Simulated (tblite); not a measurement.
C₃H₄ClN₃.
SMILES with atom numbers: `[CH3:1][n:2]1[cH:3][c:4]([Cl:5])[n:6][n:7]1` (hydrogens: H8, H9, H10 on C1; H11 on C3)

The geometry is computed with GFN2-xTB (gas phase).

Task: What internal coordinates does the optimisation give?

Result: 
```tsv
bond	length (Å)
C1–N2	1.433
N2–C3	1.351
C3–C4	1.383
C4–Cl5	1.698
C4–N6	1.345
N6–N7	1.279
N2–N7	1.324
C1–H8, C1–H9, C1–H10	1.090
C3–H11	1.068
```

Bonds in one row agree within 0.01 Å and their mean is given. A selection of angles:
```tsv
angle	degrees
N2–C1–H8	107.4
N2–C1–H9	110.4
N2–C1–H10	110.6
H8–C1–H9	109.7
C1–N2–C3	128.6
C1–N2–N7	121.4
C3–N2–N7	110.0
N2–C3–C4	103.5
N2–C3–H11	124.1
C4–C3–H11	132.3
C3–C4–Cl5	128.3
C3–C4–N6	108.4
Cl5–C4–N6	123.3
C4–N6–N7	108.6
N2–N7–N6	109.4
```

N6 (pyridine-type nitrogen) is bent (angle 108.6°). The 7 heavy atoms lie in one plane (0.000 Å rms). N2 (pyrrole-type nitrogen) is planar (angles 128.6°, 121.4° and 110.0°, sum 360.0°, 0.00 Å off the plane of its three neighbours). The 5-membered ring N2–C3–C4–N6–N7 has internal angles of 103.5° to 110.0° (sum 540°, against 540° for a flat polygon); it is planar, 0.00 Å rms from its mean plane, widest ring torsion 0°. The 3 C–N bonds span 1.345 Å (C4–N6, aromatic) to 1.433 Å (C1–N2, drawn single), a spread of 0.088 Å. The 2 N–N bonds span 1.279 Å (N6–N7, aromatic) to 1.324 Å (N2–N7, aromatic), a spread of 0.045 Å.

Point group: Cs (tolerance 0.08 Å). Its GFN2-xTB frequencies are all real (lowest 93 cm⁻¹).

Hardware: Intel Xeon Platinum 8488C, one thread, shared host. Cost: 0.26 s. This is the geometry optimisation.
